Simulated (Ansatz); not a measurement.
`F[SiH2][Si](F)(Cl)Cl` + HCl → `F[SiH2][Si](Cl)(Cl)Cl` + H–F  (ligand exchange at the Si–F bond)

Isolated molecules relaxed with PBE0-D4/def2-TZVP in Ansatz; ΔE leaves out vibrations. CCSD(T)/CBS is the MP2 limit (def2-TZVPP, def2-QZVPP) plus CCSD(T) − MP2 in def2-TZVPP, frozen cores. This one scheme is used for every species. Functionals use def2-TZVPP. One conformer a species, not always the lowest.

CCSD(T)/CBS gives +9.3 kcal/mol.

Task: Another level gave +10.7 kcal/mol. Which?
A. BHLYP/def2-TZVPP
B. r2SCAN/def2-TZVPP
C. MP2/def2-TZVPP
D. HF/def2-TZVPP

Result: B. r2SCAN 10.7, HF/def2-TZVPP 14.0, BHLYP 12.8, MP2/def2-TZVPP 8.6 kcal/mol.

Largest T1 diagnostic among the species: 0.011.

Leaving LDA and LC-ωPBE aside and taking each functional with its dispersion term where it has one, the values, not all of them listed here, spread over 4.9 kcal/mol, from revPBE-D4 to CAM-B3LYP-D4. At CCSD(T), def2-SVP lies +0.8 kcal/mol from the extrapolated value and def2-TZVPP +1.3 kcal/mol.

CCSD(T)/CBS has its own doubt, a few kJ/mol and more with outer-core shells, so smaller differences from it don't rank the levels.
